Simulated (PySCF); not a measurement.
Species: C₃H₅BO₂.
Geometry (GFN2-xTB, Å), atoms numbered from 1 in this order:
```xyz
11
C3H5BO2 angstrom
C      2.2640   -0.9174    0.2796
C      1.4117   -0.0862    0.1157
B      0.2862    0.9364   -0.1016
O      0.5954    2.2512   -0.1372
O     -1.0200    0.5882   -0.2570
C     -1.4957   -0.7325   -0.2553
H      3.0245   -1.6298    0.4234
H     -0.1640    2.8178   -0.2748
H     -0.8041   -1.4079    0.2545
H     -2.4623   -0.7428    0.2523
H     -1.6302   -1.0743   -1.2855
```

The closed-shell SCF was solved with PySCF and density fitting under several settings on one GFN2-xTB geometry (grid level 2 and gas phase unless stated).

```json
{"settings": "PBE0/pcSseg-1", "basis functions": "127", "SCF cycles": "14", "E (Eh)": "-292.2939", "HOMO (eV)": "-8.28", "LUMO (eV)": "-0.41", "dipole (D)": "1.90"}
{"settings": "CAM-B3LYP/def2-SVPD", "basis functions": "166", "SCF cycles": "13", "E (Eh)": "-292.3361", "HOMO (eV)": "-9.73", "LUMO (eV)": "0.60", "dipole (D)": "1.81"}
{"settings": "LC-wPBE/3-21G, IEF-PCM chloroform, energy threshold 1e-06 Eh, start guess atom", "basis functions": "64", "SCF cycles": "8", "E (Eh)": "-290.8546", "HOMO (eV)": "-10.88", "LUMO (eV)": "2.39", "dipole (D)": "2.35"}
{"settings": "PBE0/def2-SVPD, IEF-PCM cyclohexane, damping 0.1 at the start, DIIS from the seventh cycle, start guess huckel", "basis functions": "166", "SCF cycles": "21", "E (Eh)": "-292.1280", "HOMO (eV)": "-8.40", "LUMO (eV)": "-0.56", "dipole (D)": "1.91"}
```

Question: Estimate the rows for these settings: (1) BP86/MINI, IEF-PCM chloroform, level shift 0.3 Eh; (2) PBE0/cc-pVTZ, IEF-PCM cyclohexane; (3) wB97X-D/aug-cc-pVDZ.

Answer: 
```csv
settings,basis functions,SCF cycles,E (Eh),HOMO (eV),LUMO (eV),dipole (D)
"BP86/MINI, IEF-PCM chloroform, level shift 0.3 Eh",35,13,-290.4213,-7.98,-2.84,2.23
"PBE0/cc-pVTZ, IEF-PCM cyclohexane",250,14,-292.4334,-8.30,-0.43,1.83
wB97X-D/aug-cc-pVDZ,183,14,-292.5965,-10.19,0.95,1.74
```

Question: Over all rows, what range does the HOMO–LUMO gap span?

Answer: From 5.14 eV (BP86/MINI, IEF-PCM chloroform, level shift 0.3 Eh) to 13.27 eV (LC-wPBE/3-21G, IEF-PCM chloroform, energy threshold 1e-06 Eh, start guess atom). The functional of the narrowest has no exact exchange, that of the widest range-separated exact exchange.

Question: And the dipole moment?

Answer: From 1.74 D (wB97X-D/aug-cc-pVDZ) to 2.35 D (LC-wPBE/3-21G, IEF-PCM chloroform, energy threshold 1e-06 Eh, start guess atom); the largest is 1.35 times the smallest, and the median is 1.90 D.

Question: Compare two rows with the functional PBE0: PBE0/cc-pVTZ, IEF-PCM cyclohexane and PBE0/def2-SVPD, IEF-PCM cyclohexane, damping 0.1 at the start, DIIS from the seventh cycle, start guess huckel. Which energy is lower, and by how much?

Answer: PBE0/cc-pVTZ, IEF-PCM cyclohexane (250 functions) lies 0.3054 Eh or 192 kcal/mol below PBE0/def2-SVPD, IEF-PCM cyclohexane, damping 0.1 at the start, DIIS from the seventh cycle, start guess huckel (166 functions).

wB97X-D ran without the empirical dispersion term, which would shift the total energy alone. Cycle counts include a coarse-grid stage where the run had one. The species at its GFN2-xTB geometry (one conformer only).
